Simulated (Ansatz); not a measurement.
Basis sets compared for Cd₆Se₄Br₄, a halide-capped nanocrystal cut from zinc blende CdSe (4 Br on the cations). Charge 0, multiplicity 1. Geometry PBE-D4/def2-SVP. Ansatz on 2 threads of AMD EPYC 7R13 on a shared host and a share (18 GiB) of an NVIDIA H100 80GB HBM3; times are rough, and most runs start from earlier orbitals.

Cartesian coordinates in Å:
```
Cd 1.389 -2.031 -1.028
Cd 2.117 1.670 -1.005
Cd -1.189 0.258 -2.077
Cd -1.420 -2.675 1.203
Cd -0.981 1.619 1.564
Cd 1.631 -0.756 1.817
Se 1.379 -0.246 -2.744
Se 1.374 -3.201 1.215
Se 1.735 1.711 1.649
Se -2.154 -0.379 0.294
Br 3.210 3.671 -1.987
Br -2.497 1.602 -3.691
Br -2.440 -4.735 2.108
Br -2.153 3.492 2.684
```

In the def2 sets Cd takes a core potential, while STO-3G treats all electrons; there is no spin–orbit coupling. Single mean-field runs in def2-SVP, def2-TZVP are fitted with def2-universal-jkfit.

STO-3G and 6-31G are all-electron sets without relativity, so their totals don't compare with the def2 sets.

Binding counts from free atoms (Cd singlet, Se triplet, Br doublet) in the same basis, without a counterpoise term.

```
           level  functions  energy (Eh)  HOMO (eV)  LUMO (eV)  binding per atom (eV)  wall time
       HF/STO-3G        306  -52143.5603      -6.56       3.51                      –      8.5 s
 PBE-D4/def2-SVP        442  -20904.4503      -6.38      -4.37                   1.99        9 s
PBE0-D4/def2-SVP        442  -20905.0683      -7.61      -3.81                   1.99       12 s
```

Q: Estimate the rows for HF/def2-TZVP, PBE-D4/def2-TZVP (with forces), PBE0-D4/def2-TZVP.

A: 
```
                         level  functions  energy (Eh)  HOMO (eV)  LUMO (eV)  binding per atom (eV)  wall time
                  HF/def2-TZVP        624  -20890.8529     -10.25      -1.22                   1.26       15 s
PBE-D4/def2-TZVP (with forces)        624  -20907.1200      -6.49      -4.39                   1.95       11 s
             PBE0-D4/def2-TZVP        624  -20907.7297      -7.68      -3.78                   1.97       19 s
```
